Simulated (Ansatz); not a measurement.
`CO[SiH2][SeH]` → H₂Se + `CO[SiH]` at 298.15 K and 1 bar (silylene formation by 1,1-elimination).

Gas-phase electronic energies from Ansatz, PBE0-D4/def2-TZVP geometries. CCSD(T)/CBS adds triple-zeta CCSD(T) − MP2 to the extrapolated MP2 energy (def2 sets, frozen cores). For Se outer-core shells are correlated without core-valence functions, which leaves a few kJ/mol of doubt a bond. Scalar relativity is left out up to krypton. One conformer a species, not always the lowest.

| species | CCSD(T)/CBS energy (Eh) | H − E (kJ/mol) | S (J/(mol·K)) |
| --- | --- | --- | --- |
| `CO[SiH2][SeH]` | -2806.67109 | 199.4 | 360.4 |
| H₂Se | -2401.89790 | 45.8 | 219.1 |
| `CO[SiH]` | -404.67988 | 143.4 | 279.5 |

H − E and S are ideal-gas, rigid-rotor, harmonic terms from PBE0-D4/def2-TZVP, for one conformer and one mirror image of each species. 1 Eh = 2625.50 kJ/mol, R = 8.31446 J/(mol·K).

Problem. By hand: ΔE, ΔH, ΔS and ΔG.

Solution. ΔE = (-2401.89790) + (-404.67988) − (-2806.67109) = 0.09331 Eh = 245.0 kJ/mol. Δ(H − E) = 45.8 + 143.4 − 199.4 = -10.2, so ΔH = 234.8 kJ/mol. ΔS = 219.1 + 279.5 − 360.4 = 138.2 J/(mol·K). ΔG = 234.8 − 298.15 × (138.2)/1000 = 193.6 kJ/mol.

Problem. By hand: the equilibrium constant, and the temperature at which ΔG would vanish if ΔH and ΔS stayed fixed.

Solution. log₁₀ K = −ΔG/(RT ln 10) = -33.9. ΔG = 0 at ΔH/ΔS = 1699 K.

The number of gas molecules changes by +1, which sets the sign of ΔS. A doubt of 5 kJ/mol in ΔE shifts log₁₀ K by 0.9 here. Other conformers and mirror images would add mixing entropy, several J/(mol·K) or more a flexible species. Modes under 60 cm⁻¹, often nearly free rotors, make the harmonic entropy too high. These are equilibria of isolated gas molecules and say nothing of rates. Largest T1 diagnostic: 0.015 (customary marks: 0.02 for closed shells, 0.045 for open ones).
